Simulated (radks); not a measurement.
Task: Coherent X-ray form factor from a spherical all-electron density. All-electron calculation, scalar-relativistic Kohn-Sham, PBE, spin-polarised, spherical densities, finite nucleus; Fermi nuclear charge, rms radius of each element as measured or else 0.836 A^(1/3) + 0.57 fm. Program: a radial shooting solver on a logarithmic mesh with Libxc functionals.

sin(theta)/lambda (1/angstrom)  f0 (electrons)
0.05                                    17.649
0.1                                     16.678
0.15                                    15.302
0.2                                     13.771
0.25                                    12.292
0.3                                     10.992
0.4                                      9.069
0.5                                      7.888
0.6                                      7.117
0.8                                      5.949
1                                        4.849
1.25                                     3.628
1.5                                      2.723
2                                        1.752

The species is in the configuration that NIST lists as its ground one. Which atom or ion scatters so?

Result: The potassium ion K+, [Ar]. Extrapolating in s^2 from the first two rows gives f0(0) = 18.0, near the electron count 18; among species with that count, the fall with angle is slower the higher Z, and the table is that of Z = 19; from so few rows the species is fixed only to a neighbour or two.
